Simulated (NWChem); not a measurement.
Polarisability of GeS

```
Ge
S 1 2.0180
```
Charge 0, spin multiplicity 1.

Program: NWChem. Structure: optimised with PBE0/def2-SVP, a minimum by its harmonic frequencies.

Basis set: def2-SVPD. Static limit.

```tsv
method	isotropic polarisability (bohr³)	difference from CCSD linear response
HF	51.28	-2.54
PBE0	51.70	-2.12
B3LYP	52.11	-1.71
PBE	52.65	-1.17
CCSD linear response	53.82	0.00
```

The values span 2.54 bohr³, from HF (lowest) to CCSD linear response (highest). 

The Hamiltonian is non-relativistic. The correlated methods keep 14 core orbitals frozen. B3LYP has NWChem's definition, with VWN1-RPA local correlation. The structure started from a generated list of species. No row is a measurement; the coupled-cluster row has its own basis-set and correlation limits.
